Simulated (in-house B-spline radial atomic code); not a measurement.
Results of a calculation; reference values are marked as such.
Correlation energy from the adiabatic connection: ω²r²/2 − Z/r, ω = 2.26, Z = 2

Two electrons in a singlet, external potential ω²r²/2 − Z/r, ω = 2.26, Z = 2 (atomic units). Full CI in B-splines (partial waves to l = 8, correlation up to 0.6 % small) with the density held fixed gives W(λ) = <V_ee>_λ − U, and E_c is the integral of W(λ) − W(0) from 0 to 1.

| λ | W(λ) − W(0) (hartree) |
| --- | --- |
| 0 | 0.00000 |
| 0.02 | -0.00183 |
| 0.05 | -0.00456 |
| 0.12 | -0.01084 |
| 0.25 | -0.02217 |
| 0.4 | -0.03475 |
| 0.6 | -0.05074 |
| 0.8 | -0.06589 |
| 1 | -0.08027 |

**Question.** Integrate the table by the trapezoid rule.

**Answer.** The strips give -0.00002, -0.00010, -0.00054, -0.00215, -0.00427, -0.00855, -0.01166, -0.01462, which sum to -0.04190 hartree. The direct value, W(1) − W(0) + T_c with T_c = 0.03832, is -0.04195; the curve is convex, so chords lie above it and the trapezoids fall short in size by 0.13 %.

**Question.** Now use only three numbers: W(0) = -1.6073, the initial slope W'(0) = -0.09185 (extrapolated from the first points) and the strong-coupling limit of the point-charge-plus-continuum model, W∞ = -2.2399. What do second-order theory and the interpolation W(λ) = W∞ + (W(0) − W∞)/√(1 + 2χλ) of Seidl, Perdew and Levy give?

**Answer.** Second order keeps the slope alone: E_c = W'(0)/2 = -0.04593, +9 % in size against -0.04195. Matching the slope fixes χ = W'(0)/(W∞ − W(0)) = -0.09185/(-0.63260) = 0.14519. Integrating, with s = √(1 + 2χ) = 1.135953, E_c = −(W(0) − W∞)(s − 1)/(s + 1) = −0.63260 × 0.135953/2.135953 = -0.04026 hartree, -4.0 % in size against the full result. At λ = 1 the formula gives W − W(0) = -0.07571 against -0.08027. Part of the miss can come from the model's W∞.
